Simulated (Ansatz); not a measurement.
Species: CH4BN, SMILES `CB=N` (charge 0, multiplicity 1).

### Question
Give a relaxed geometry from PBE0-D3(BJ)/def2-TZVP run with Ansatz (a quantum-chemistry and plane-wave program).

### Answer
the end point of this relaxation (outside a Z-matrix the atoms follow the SMILES, hydrogens last).
Bond lengths (Å): C1–B2 1.534, C1–H4 1.092, C1–H5 1.092, C1–H6 1.092, B2–N3 1.237, N3–H7 0.990. Angles (°): B2–C1–H4 110.9, B2–C1–H5 110.9, B2–C1–H6 110.9, H4–C1–H5 108.0, H4–C1–H6 108.0, H5–C1–H6 108.0, C1–B2–N3 180.0, B2–N3–H7 179.7.
